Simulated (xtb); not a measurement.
C2H9N2 (SMILES NCC[NH3+]), charge +1, singlet, from a rough starting geometry; GFN2-xTB (xtb 6.7.1).

Input for xtb:
```
$ xtb mol.xyz --gfn 2 --chrg 1 --opt vtight --json

# file mol.xyz
13

N      1.94085679     0.41253915     0.47509575
C      0.63314670     0.53336917    -0.23178574
C     -0.30153675    -0.57277026     0.31218890
N     -1.71693615    -0.39212818    -0.17643980
H      2.40748130    -0.40511863     0.05422929
H      2.49398915     1.20731321     0.37708752
H      0.24852163     1.55398807     0.09527625
H      0.63283233     0.55765703    -1.32235301
H      0.12411533    -1.51672899    -0.01029830
H     -0.29850239    -0.47273090     1.39694921
H     -2.32451936    -1.13374751     0.17527354
H     -1.98572199     0.57114843     0.15181628
H     -1.75572488    -0.31981753    -1.21447166
```

Task: Predict the main parts of the log of this xtb run.

Result: 
```
   ID    Z sym.   atoms
    1    7 N      1, 4
    2    6 C      2, 3
    3    1 H      5-13

           -------------------------------------------------
          |                Calculation Setup                |
           -------------------------------------------------

           -------------------------------------------------
          |                 G F N 2 - x T B                 |
           -------------------------------------------------

          ...................................................
          :                      SETUP                      :
          :.................................................:
          :  # basis functions                  25          :
          :  # atomic orbitals                  25          :
          :  # shells                           17          :
          :  # electrons                        26          :
          :  max. iterations                   250          :
          :  Hamiltonian                  GFN2-xTB          :
          :  restarted?                      false          :
          :  GBSA solvation                  false          :
          :  PC potential                    false          :
          :  electronic temp.          300.0000000     K    :
          :  accuracy                    1.0000000          :
          :  -> integral cutoff          0.2500000E+02      :
          :  -> integral neglect         0.1000000E-07      :
          :  -> SCF convergence          0.1000000E-05 Eh   :
          :  -> wf. convergence          0.1000000E-03 e    :
          :  Broyden damping             0.4000000          :
          :  net charge                          1          :
          :  unpaired electrons                  0          :
          ...................................................

 iter      E             dE          RMSdq      gap      omega  full diag
   1    -14.3222385 -0.143222E+02  0.397E+00    8.88       0.0  T
   2    -14.4187572 -0.965186E-01  0.209E+00    7.24       1.0  T
   3    -14.4209022 -0.214499E-02  0.124E+00    6.78       1.0  T
   4    -14.4212277 -0.325567E-03  0.209E-01    6.37       1.0  T
   5    -14.4212810 -0.532301E-04  0.772E-02    6.33       1.0  T
   6    -14.4212829 -0.196427E-05  0.181E-02    6.34       1.5  T
   7    -14.4212837 -0.802167E-06  0.452E-03    6.35       6.1  T
   8    -14.4212838 -0.387725E-07  0.166E-03    6.35      16.7  T
   9    -14.4212838 -0.163101E-08  0.174E-04    6.35     159.6  T
[...]
 * total energy  :   -14.2529209 Eh     change       -0.2519554E-05 Eh
 * total energy  :   -14.2529232 Eh     change       -0.2257848E-05 Eh
 * total energy  :   -14.2529252 Eh     change       -0.2028790E-05 Eh
 * total energy  :   -14.2529269 Eh     change       -0.1675597E-05 Eh
 * total energy  :   -14.2529281 Eh     change       -0.1202927E-05 Eh
 * total energy  :   -14.2529289 Eh     change       -0.8305067E-06 Eh
 * total energy  :   -14.2529295 Eh     change       -0.5827380E-06 Eh
 * total energy  :   -14.2529299 Eh     change       -0.4140079E-06 Eh
 * total energy  :   -14.2529302 Eh     change       -0.3109093E-06 Eh
 * total energy  :   -14.2529305 Eh     change       -0.2237803E-06 Eh
 * total energy  :   -14.2529306 Eh     change       -0.1628809E-06 Eh
 * total energy  :   -14.2529307 Eh     change       -0.9264944E-07 Eh
   *** GEOMETRY OPTIMIZATION CONVERGED AFTER 22 ITERATIONS ***
         :: total energy             -14.252930724103 Eh    ::
[...]
    11   1 H        0.859     0.275     0.792     1.394
    12   1 H        0.859     0.275     0.792     1.394
    13   1 H        0.859     0.273     0.799     1.400

 Mol. C6AA /au·bohr⁶  :        892.203325
 Mol. C8AA /au·bohr⁸  :      17884.606517
 Mol. α(0) /au        :         44.742641

Wiberg/Mayer (AO) data.
largest (>0.10) Wiberg bond orders for each atom

 ---------------------------------------------------------------------------
     #   Z sym  total        # sym  WBO       # sym  WBO       # sym  WBO
 ---------------------------------------------------------------------------
     1   7 N    3.009 --     2 C    1.041     5 H    0.961     6 H    0.955
     2   6 C    3.984 --     1 N    1.041     3 C    0.993     7 H    0.970
                             8 H    0.964
     3   6 C    3.882 --     2 C    0.993     9 H    0.967    10 H    0.963
                             4 N    0.929
     4   7 N    3.677 --     3 C    0.929    11 H    0.910    13 H    0.910
                            12 H    0.908
     5   1 H    0.974 --     1 N    0.961
     6   1 H    0.969 --     1 N    0.955
     7   1 H    0.996 --     2 C    0.970
     8   1 H    0.999 --     2 C    0.964
     9   1 H    0.988 --     3 C    0.967
    10   1 H    0.984 --     3 C    0.963
    11   1 H    0.924 --     4 N    0.910
    12   1 H    0.924 --     4 N    0.908
    13   1 H    0.925 --     4 N    0.910
 ---------------------------------------------------------------------------

Topologies differ in total number of bonds
Writing topology from bond orders to xtbtopo.mol

molecular dipole:
                 x           y           z       tot (Debye)
 q only:       -2.341      -0.504      -0.292
   full:       -2.480      -0.471      -0.682       6.646
molecular quadrupole (traceless):
                xx          xy          yy          xz          yz          zz
 q only:       10.913       3.304      -4.256       0.730      -0.124      -6.657
  q+dip:       11.262       3.636      -3.735      -1.467       0.251      -7.527
   full:       12.170       3.701      -3.994      -1.043       0.036      -8.176

optimized geometry written to: xtbopt.xyz

           -------------------------------------------------
          | TOTAL ENERGY              -14.252930724103 Eh   |
          | GRADIENT NORM               0.000028896260 Eh/α |
          | HOMO-LUMO GAP               6.585425882304 eV   |
           -------------------------------------------------
```
